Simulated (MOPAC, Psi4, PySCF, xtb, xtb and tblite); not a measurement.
Two geometries of SMILES c1csc(Cc2ccc[se]2)c1 (C9H8SSe), relaxed at GFN2-xTB with one dihedral held; other torsions can differ between them too.

Structure A

```
19

C     -2.9249     0.3120     1.2719
C     -3.2224     0.8463     0.0626
S     -2.1309     0.3262    -1.1606
C     -1.2555    -0.6399    -0.0189
C     -0.0302    -1.3833    -0.4288
C      1.1890    -0.5089    -0.3330
C      2.3172    -0.5904    -1.0855
C      3.3238     0.3549    -0.7662
C      3.0049     1.2024     0.2415
Se     1.3111     0.8773     0.9264
C     -1.7954    -0.5373     1.2267
H     -3.4857     0.5118     2.1673
H     -4.0160     1.5188    -0.1958
H      0.0936    -2.2522     0.2273
H     -0.1257    -1.7441    -1.4558
H      2.4390    -1.3191    -1.8699
H      4.2641     0.3942    -1.2902
H      3.6177     1.9910     0.6390
H     -1.4077    -1.0615     2.0828
```

Structure B

```
19

C      2.9264     0.3605     1.2519
C      3.2874     0.7776     0.0138
S      2.2178     0.1982    -1.2007
C      1.2603    -0.6288    -0.0150
C      0.0277    -1.3663    -0.4115
C     -1.1991    -0.5026    -0.2886
C     -2.4774    -0.8619    -0.5824
C     -3.4473     0.1512    -0.3856
C     -2.9516     1.3300     0.0640
Se    -1.1127     1.2759     0.2985
C      1.7638    -0.4433     1.2364
H      3.4647     0.6137     2.1476
H      4.1169     1.3943    -0.2697
H     -0.0915    -2.2471     0.2287
H      0.1174    -1.7136    -1.4451
H     -2.7347    -1.8459    -0.9386
H     -4.4948    -0.0085    -0.5803
H     -3.5093     2.2239     0.2772
H      1.3248    -0.8757     2.1184
```

Question: Which is lower in energy at the level B3LYP-D3(BJ)/def2-SVP // GFN2-xTB (Psi4), and by how much?

Answer: A is lower, by 0.57 kcal/mol (dihedral C4–C5–C6–Se10: 30° in A, 0° in B).

E(B) − E(A) in kcal/mol at the other levels, on the same two geometries: GFN2-xTB (xtb and tblite) 0.24; B3LYP/def2-SVP // GFN2-xTB (Psi4) 0.69; PBE/def2-SVP // GFN2-xTB (Psi4) 0.49; PBE-D3(BJ)/def2-SVP // GFN2-xTB (Psi4) 0.45; PM7, restricted, heats of formation // GFN2-xTB (MOPAC) 1.79; AM1, restricted, heats of formation // GFN2-xTB (MOPAC) 0.12; GFN1-xTB // GFN2-xTB (xtb) 0.18; restricted B3LYP/6-31G*, spherical d, density fitting // GFN2-xTB (PySCF) 0.95.
